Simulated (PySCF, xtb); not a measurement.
C₅H₆Si, SMILES C#C[SiH2]C#CC.

GFN2-xTB in xtb at its own geometry gives an orbital gap of 5.11 eV and a dipole moment of 1.06 D.

The structure is a stationary point at B3LYP-D3(BJ)/def2-SVP. The structure was generated by enumeration, and PubChem lists no compound with its InChIKey, so it may never have been made.

Task: What does PySCF with PBE/def2-TZVP give? (Estimate from the structure and the level; the computed values follow.)

Result: gap 5.36 eV (levels -6.55 and -1.19 eV), dipole 1.73 D.
